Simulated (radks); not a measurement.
Results of a calculation; reference values are marked as such.
Task: Gd22+, 42 electrons, occupied as [Kr] 4d6 (the NIST ground configuration). Level of theory: Dirac Kohn-Sham, PBEsol, spin-unpolarised, spherical densities, finite nucleus; open shells fill j = l - 1/2 first; Fermi nuclear charge, rms radius 5.1569 fm (a radial shooting solver on a logarithmic mesh with Libxc functionals).

Spin-orbit splittings of the eigenvalues, e(l+1/2) - e(l-1/2), with zeta = 2 splitting/(2l+1) and mean radii in bohr:

| shell | occ. | splitting (eV) | zeta (eV) | <r> j=l-1/2 | <r> j=l+1/2 |
|---|---|---|---|---|---|
| 2p | 6 | 695.4 | 463.6 | 0.07747 | 0.08431 |
| 3p | 6 | ? | ? | 0.2327 | 0.2455 |
| 3d | 10 | 31.46 | 12.58 | 0.2174 | 0.2213 |
| 4p | 6 | 37.95 | 25.30 | 0.5267 | 0.5487 |
| 4d | 6 | 7.705 | 3.082 | 0.5536 | 0.5601 |
| 5p | 0 | 13.68 | 9.118 | 0.9864 | 1.017 |

Estimate the 3p splitting.

Result: 144.0 eV (zeta = 96.00 eV).
